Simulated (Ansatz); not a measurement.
Reaction (hydrogenolysis of a B–C bond): `CB(C)O` + H₂ → `CBO` + CH₄

Program: Ansatz. Geometries: PBE0-D4/def2-TZVP. ΔE: electronic, gas phase. CCSD(T)/CBS is the MP2 limit (def2-TZVPP, def2-QZVPP) plus CCSD(T) − MP2 in def2-TZVPP, frozen cores. This one scheme is used for every species. Functionals use def2-TZVPP. Each species was taken in one conformer, which may not be the lowest.

`CB(C)O`:

Cartesian coordinates in Å:
```
C -0.009 -1.240 -0.831
B -0.343 0.129 -0.142
C 0.609 0.778 0.933
O -1.504 0.740 -0.514
H -0.853 -1.654 -1.386
H 0.818 -1.100 -1.537
H 0.341 -1.985 -0.110
H 0.366 1.813 1.190
H 0.561 0.191 1.858
H 1.655 0.743 0.616
H -1.640 1.583 -0.076
```

H₂:

Z-matrix (Å, degrees):
```
H
H 1 0.746
```

`CBO`:

Z-matrix (Å, degrees):
```
C
B 1 1.559
H 1 1.096 2 110.2
H 1 1.092 2 113.4 3 122.1
H 1 1.096 2 110.2 3 -115.8
O 2 1.357 1 119.4 3 -122.1
H 2 1.207 1 121.8 3 57.8
H 6 0.960 2 113.1 1 180.0
```

CH₄:

Cartesian coordinates in Å:
```
C 0.000 0.000 0.000
H 0.598 0.196 -0.889
H 0.129 -1.039 0.303
H -1.051 0.187 -0.220
H 0.324 0.656 0.807
```

| level | ΔE (kJ/mol) |
| --- | --- |
| ωB97X-V | -23.0 |
| MP2/def2-QZVPP | -18.6 |

Q: What does CCSD(T)/CBS give? (An estimate is asked.)

A: The calculation gave: -21.1 kJ/mol. The listed levels differ from it by -1.9, 2.5 kJ/mol.

Largest T1 diagnostic among the species: 0.012.

At CCSD(T), def2-SVP lies −7.3 kJ/mol from the extrapolated value and def2-TZVPP −1.5 kJ/mol. In def2-TZVPP, CCSD(T) changes the Hartree–Fock value by +20.7 kJ/mol (the triples alone add +3.5 kJ/mol) and MP2 by +23.7 kJ/mol.
